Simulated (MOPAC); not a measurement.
Input file for MOPAC: PM6 on H2O2Se (SMILES O[Se]O), a point of a torsion scan.

```
PM6 1SCF PRECISE CHARGE=0 THREADS=1
H2O2Se

O      1.07100768 1     0.50070776 1    -0.29294331 1
Se    -0.16454049 1    -0.77957672 1    -0.71524804 1
O     -1.58358995 1     0.24962024 1    -0.55886707 1
H      1.94530315 1     0.11104560 1    -0.32611642 1
H     -1.64794368 1     0.85277994 1    -1.30736283 1
```

The log:

```
*******************************************************************************
 **                                                                           **
 **                              MOPAC v23.2.5                                **
 **                                                                           **
 *******************************************************************************
 ** MOPAC's Digital Object Identifier: https://doi.org/10.5281/zenodo.6511958 **
 **                                                                           **
 ** Please cite the open-source release paper for use of this MOPAC version:  **
 ** J. E. Moussa and J. J. P. Stewart (2026)                                  **
 ** MOPAC: An open-source semiempirical molecular orbital program             **
 ** J. Open Source Softw., 11(119), 8025, https://doi.org/10.21105/joss.08025 **
 *******************************************************************************

                              PM6 CALCULATION RESULTS

 *******************************************************************************
 *  PM6        - The PM6 Hamiltonian to be used
 *
 *
 *
 *                 CHARGE ON SYSTEM = 0
 *
 *
 *
 *  PRECISE    - TIGHTER CRITERIA TO BE USED
 *  1SCF       - DO 1 SCF AND THEN STOP
 *  THREADS=1  - MULTI-THREADING NOT USED
 *  T=         - A TIME OF 172800.0 SECONDS REQUESTED
 *  DUMP=N     - RESTART FILE WRITTEN EVERY 7200.0 SECONDS REQUESTED
 *******************************************************************************
PM6 1SCF PRECISE CHARGE=0 THREADS=1
 H2O2Se

   ATOM   CHEMICAL          X               Y               Z
  NUMBER   SYMBOL      (ANGSTROMS)     (ANGSTROMS)     (ANGSTROMS)

     1       O          1.07100768  *   0.50070776  *  -0.29294331  *
     2      Se         -0.16454049  *  -0.77957672  *  -0.71524804  *
     3       O         -1.58358995  *   0.24962024  *  -0.55886707  *
     4       H          1.94530315  *   0.11104560  *  -0.32611642  *
     5       H         -1.64794368  *   0.85277994  *  -1.30736283  *



          CARTESIAN COORDINATES

    NO.       ATOM           X           Y           Z

     1         O          1.0710      0.5007     -0.2929
     2        Se         -0.1645     -0.7796     -0.7152
     3         O         -1.5836      0.2496     -0.5589
     4         H          1.9453      0.1110     -0.3261
     5         H         -1.6479      0.8528     -1.3074

 General Reference for PM6:
 "Optimization of Parameters for Semiempirical Methods V: Modification of NDDO Approximations
 and Application to 70 Elements", J. J. P. Stewart, J. Mol. Mod., 13, 1173-1213 (2007)
 URL: https://link.springer.com/article/10.1007/s00894-007-0233-4

           Empirical Formula: H2 O2 Se  =     5 atoms



      MOLECULAR POINT GROUP   :   C1


      RHF CALCULATION, NO. OF DOUBLY OCCUPIED LEVELS = 10


 -------------------------------------------------------------------------------
 PM6 1SCF PRECISE CHARGE=0 THREADS=1
 H2O2Se



     1SCF WAS SPECIFIED, SO BFGS WAS NOT USED
     SCF FIELD WAS ACHIEVED


                              PM6 CALCULATION
                                                       MOPAC v23.2.5 Linux




          FINAL HEAT OF FORMATION =        -76.30584 KCAL/MOL =    -319.26364 KJ/MOL


          COSMO AREA              =         87.51 SQUARE ANGSTROMS
          COSMO VOLUME            =         70.70 CUBIC ANGSTROMS

          IONIZATION POTENTIAL    =          8.444428 EV
          HOMO LUMO ENERGIES (EV) =         -8.444 -1.117
          NO. OF FILLED LEVELS    =         10
          MOLECULAR WEIGHT        =        112.9746         POINT GROUP:  C1

          MOLECULAR DIMENSIONS (Angstroms)

            Atom       Atom       Distance
            H     5    H     4     3.79795
           Se     2    O     1     1.51235
            H     4    O     3     0.73336


          SCF CALCULATIONS        =          1





   ATOM   CHEMICAL          X               Y               Z
  NUMBER   SYMBOL      (ANGSTROMS)     (ANGSTROMS)     (ANGSTROMS)

     1       O          1.07100768  *   0.50070776  *  -0.29294331  *
     2      Se         -0.16454049  *  -0.77957672  *  -0.71524804  *
     3       O         -1.58358995  *   0.24962024  *  -0.55886707  *
     4       H          1.94530315  *   0.11104560  *  -0.32611642  *
     5       H         -1.64794368  *   0.85277994  *  -1.30736283  *

                             CARTESIAN COORDINATES

   1    O        1.071007680     0.500707760    -0.292943310
   2   Se       -0.164540490    -0.779576720    -0.715248040
   3    O       -1.583589950     0.249620240    -0.558867070
   4    H        1.945303150     0.111045600    -0.326116420
   5    H       -1.647943680     0.852779940    -1.307362830


           Empirical Formula: H2 O2 Se  =     5 atoms



      MOLECULAR POINT GROUP   :   C1


                  EIGENVALUES
 -29.75008 -28.88286 -21.56611 -17.54575 -16.49780 -14.52786 -13.21652 -12.32837
 -11.69978  -8.44443  -1.11677  -0.76502   5.03055   5.31306


              NET ATOMIC CHARGES AND DIPOLE CONTRIBUTIONS

  ATOM NO.   TYPE          CHARGE      No. of ELECS.   s-Pop       p-Pop
    1          O          -0.615897        6.6159     1.82486     4.79104
    2         Se           0.502073        5.4979     1.96780     3.53012
    3          O          -0.518166        6.5182     1.81796     4.70021
    4          H           0.317757        0.6822     0.68224
    5          H           0.314232        0.6858     0.68577
 DIPOLE           X         Y         Z       TOTAL
 POINT-CHG.     0.858    -2.526    -1.938     3.297
 HYBRID         0.179     0.768    -0.097     0.795
 SUM            1.037    -1.757    -2.035     2.882


          ATOMIC ORBITAL ELECTRON POPULATIONS

     Atom    s        px        py        pz
    1  O   1.82486   1.33577   1.48961   1.96567
    2 Se   1.96780   0.77003   0.85549   1.90460
    3  O   1.81796   1.50784   1.60641   1.58595
    4  H   0.68224
    5  H   0.68577

 **********************
 *                    *
 * JOB ENDED NORMALLY *
 *                    *
 **********************




 == MOPAC DONE ==
```

The run finished.

Cost: roughly 0.07 core-seconds.
